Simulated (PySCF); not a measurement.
r2SCAN on Te²⁺ (tellurium, charge +2), [Kr] 4d10 5s2 5p1 6s1, 6s spin antiparallel (an excited configuration). All numbers are calculated (PySCF 2.14, scalar relativity by spin-free X2C-1e, in aug-cc-pwCVTZ-DK3 with one added diffuse shell each of s, p, d, f type (11s10p8d5f1g, 125 functions)).

```
cycle= 1 E= -6791.99411518708  delta_E= -0.0151  |g|= 0.0463  |ddm|= 1.39
cycle= 2 E= -6791.99641298069  delta_E= -0.0023  |g|= 0.016  |ddm|= 0.465
cycle= 3 E= -6791.99753502058  delta_E= -0.00112  |g|= 0.00986  |ddm|= 0.349
cycle= 4 E= -6791.99840232076  delta_E= -0.000867  |g|= 0.00655  |ddm|= 0.451
cycle= 5 E= -6791.99878613427  delta_E= -0.000384  |g|= 0.00377  |ddm|= 0.497
cycle= 6 E= -6791.99884766779  delta_E= -6.15e-05  |g|= 0.00361  |ddm|= 0.0963
cycle= 7 E= -6791.99904972556  delta_E= -0.000202  |g|= 0.00555  |ddm|= 0.128
cycle= 8 E= -6791.99880292128  delta_E= 0.000247  |g|= 0.00159  |ddm|= 0.253
cycle= 9 E= -6791.99880406392  delta_E= -1.14e-06  |g|= 0.00106  |ddm|= 0.013
cycle= 10 E= -6791.99880520398  delta_E= -1.14e-06  |g|= 8.95e-05  |ddm|= 0.0219
cycle= 11 E= -6791.99880520626  delta_E= -2.28e-09  |g|= 1.66e-05  |ddm|= 0.00351
cycle= 12 E= -6791.99880520631  delta_E= -5.46e-11  |g|= 9.5e-06  |ddm|= 0.000361
converged SCF energy = -6791.99880520631  <S^2> = 1.0021133  2S+1 = 2.2379574
```

Highest occupied orbital energy: -12.685 eV; ⟨L²⟩ = 3.58; populations by l: s 10.74, p 19.00, d 20.26, f 0.00.

Q: Can this result be used?

A: Not for this state. The run converged. ⟨L²⟩ = 3.58 against 2 for a pure P term, so this real determinant mixes terms. The outer electron is Rydberg-like, and this basis confines it to a smaller radius and binds it less than a complete one would. With the s spin flipped the determinant is a mixture of two multiplicities, not a spectroscopic state. The s, p, d and f populations moved away from the nominal configuration during the SCF.
